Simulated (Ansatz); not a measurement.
`N[SiH2]C[SiH2]Cl` → `NC([SiH3])[SiH2]Cl`  (isomerisation)

Gas-phase electronic energies from Ansatz, PBE0-D4/def2-TZVP geometries. CCSD(T)/CBS is the MP2 limit (def2-TZVPP, def2-QZVPP) plus CCSD(T) − MP2 in def2-TZVPP, frozen cores. DFT in def2-TZVPP. B3LYP here is the variant with VWN-RPA as its local correlation; programs differ in this. Each species was taken in one conformer, which may not be the lowest.

**Question.** Is it downhill or uphill in electronic energy at CCSD(T)/CBS, and by how much? (Estimate.)

**Answer.** The calculation gave: Uphill: ΔE = +1.61 eV.

**Question.** What do these levels give: r2SCAN-D4, B2PLYP, PBE, B3LYP, HF/def2-TZVPP, MP2/def2-TZVPP, SCS-MP2/def2-TZVPP, CCSD/def2-TZVPP, CCSD(T)/def2-TZVPP, HF/CBS(def2), MP2/CBS(def2), CCSD/CBS(def2)? (Estimate.)

**Answer.** The calculation gave: r2SCAN-D4 1.59, B2PLYP 1.61, PBE 1.47, B3LYP 1.58, HF/def2-TZVPP 1.70, MP2/def2-TZVPP 1.64, SCS-MP2/def2-TZVPP 1.62, CCSD/def2-TZVPP 1.60, CCSD(T)/def2-TZVPP 1.57, HF/CBS(def2) 1.71, MP2/CBS(def2) 1.68, CCSD/CBS(def2) 1.64 eV.

Largest T1 diagnostic among the species: 0.011.

From PBE to PBE0 (25 % exact exchange), in def2-TZVPP and without D4, ΔE moves by +0.08 eV. The D4 term adds −0.04 eV with B3LYP and −0.02 eV with PBE0; it sums over pairs of atoms, weighted by their polarisabilities, and B3LYP, whose exchange is more repulsive, gets the larger term. In def2-TZVPP, CCSD(T) changes the Hartree–Fock value by −0.13 eV (the triples alone add −0.03 eV) and MP2 by −0.06 eV.
